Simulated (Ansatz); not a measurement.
Program: Ansatz. Geometries: PBE0-D4/def2-TZVP. ΔE: electronic, gas phase. CBS: MP2 limit from def2 TZ/QZ plus the TZ coupled-cluster correction, frozen cores. Functionals use def2-TZVPP. For Ge outer-core shells are correlated without core-valence functions, which leaves a few kJ/mol of doubt a bond. Scalar relativity is left out up to krypton. Each species was taken in one conformer, which may not be the lowest.

`[AlH2][CH2][GeH3]` + `CB(C)S` → `C[B](C)[AlH2]` + `S[CH2][GeH3]`  (redistribution)

```tsv
level	ΔE (eV)
BHLYP	2.09
HF/def2-SVP	2.13
```

What does CCSD(T)/CBS give? (An estimate is asked.)

The calculation gave: +2.09 eV. The listed levels differ from it by 0.00, 0.04 eV.

What do rigid-rotor, harmonic-oscillator terms from PBE0-D4/def2-TZVP frequencies (298.15 K, 1 bar) make of the CCSD(T)/CBS value? (Best estimate.)

Ansatz gave: ΔZPE = -0.03 eV, ΔH = +2.07 eV, ΔS = -8 J/(mol·K), ΔG = +2.10 eV.

Largest T1 diagnostic among the species: 0.012.

In def2-TZVPP, CCSD(T) changes the Hartree–Fock value by +0.05 eV (the triples alone add +0.02 eV) and MP2 by +0.16 eV. Leaving LDA and LC-ωPBE aside and taking each functional with its dispersion term where it has one, the values, not all of them listed here, spread over 0.18 eV, from revPBE-D4 to B97M-V. LDA lies +0.07 eV from PBE without D4.
